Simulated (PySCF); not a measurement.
Species: SnH5 (charge -1, singlet). 
Geometry from a B3LYP-D3(BJ)/def2-TZVP (Ansatz) optimisation:
SMILES: [SnH5-]
```xyz
6

Sn     0.0000     0.0000     0.0000
H      0.0123     0.0114     1.8796
H     -0.0123    -0.0114    -1.8796
H      1.7765    -0.0068    -0.0116
H     -0.8824     1.5419    -0.0035
H     -0.8941    -1.5350     0.0151
```
Charge -1, spin multiplicity 1.

Dispersion corrections to the total energy (kcal/mol) from the dftd3 and dftd4 libraries through PySCF: D3(BJ) without and D4 with the three-body term, each with the damping fitted for the functional named.

```
functional  D3(BJ)     D4
----------  ------  -----
B2PLYP       -1.44  -1.79
BLYP           [?]  -5.80
CAM-B3LYP      [?]  -2.18
LC-wPBE        [?]  -2.91
PW6B95       -0.88  -2.46
B2GP-PLYP    -1.39  -1.07
revPBE       -4.00  -8.00
```

Question: Complete the blanks.

Answer: 
- BLYP, D3(BJ): -3.61
- CAM-B3LYP, D3(BJ): -1.30
- LC-wPBE, D3(BJ): -1.56
